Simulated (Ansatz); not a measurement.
System: SiHCl₂, charge 0, doublet. SiHCl2 (SMILES [SiH](Cl)Cl, doublet).
B3LYP-D3(BJ)/def2-TZVP minimum from Ansatz (a quantum-chemistry and plane-wave program):
```xyz
4

Cl    -0.0444    -1.6964     0.3495
Si    -0.5203     0.0665    -0.6084
Cl     0.4756     1.6440     0.2700
H     -0.0476    -0.0405    -2.0131
```
Charge 0, spin multiplicity 2.

Total energies in cc-pV(D+d)Z, 19 correlated electrons, 15 frozen orbitals. UHF or UKS for unpaired electrons; spin-orbit terms are left out. Correlated methods leave the cores frozen. No relativity.

```csv
method,program,energy (Eh),minus CCSDT(Q) (mEh)
HF,Ansatz,-1208.59106,399.57
MP2,Ansatz,-1208.94166,48.97
CCSD,Ansatz,-1208.97899,11.63
CCSD(T),Ansatz,-1208.98875,1.87
CCSDT(Q),Ansatz,-1208.99063,0.00
```

Rough core times of Ansatz's runs on a shared machine: CCSD(T) under 20 s, CCSDT(Q) 10 min.
